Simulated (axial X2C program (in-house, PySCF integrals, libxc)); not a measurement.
AsO⁺: nuclear properties from DFT to coupled cluster

Calculated with an in-house all-electron X2C program for linear molecules (integrals from PySCF): two-component X2C with atomic mean-field Coulomb and Gaunt terms, Gaussian nuclei, basis As dyall-acv3z, O dyall-av3z with contracted cores.

R = 1.554 Å (near the PBE0 minimum at charge 1 of the determinant lowest at the starting distance; the state shown can have its own minimum elsewhere); state Ω = 0 (closed shell).

```
level  qzz As (a.u.)  qzz O (a.u.)
 PBE0          -5.82         -0.51
   HF          -7.04         -0.46
B3LYP          -5.65         -0.57
```

qzz is the electric field gradient, eQq0 = 234.96 MHz × Q/barn × qzz. The operators were transformed with the bare-nucleus X2C matrices; with these basis sets, hyperfine constants and field gradients can be off by tens of per cent, and where levels differ in sign neither size nor sign is settled.

Finite-field MP2, CCSD and CCSD(T), with 20 electrons correlated in 130 natural virtual spinors (MP2 remainder added):

| level | qzz As (a.u.) | qzz O (a.u.) |
| --- | --- | --- |
| MP2 | -4.86 | -0.72 |
| CCSD | -5.67 | -0.59 |
| CCSD(T) | -5.27 | -0.61 |

T1 = 0.024 (Lee–Taylor). One unrestricted determinant, the lowest of a limited PBE0 search, is the reference; the functionals treat spin collinearly. Correlation of the inner shells is missing, which matters for properties at the nucleus. Number of frozen shells: As 3 s, 2 p; O 1 s.

**Question.** By how much does correlation change each value, CCSD(T) against HF?

**Answer.** qzz As -25 %; qzz O 33 %.
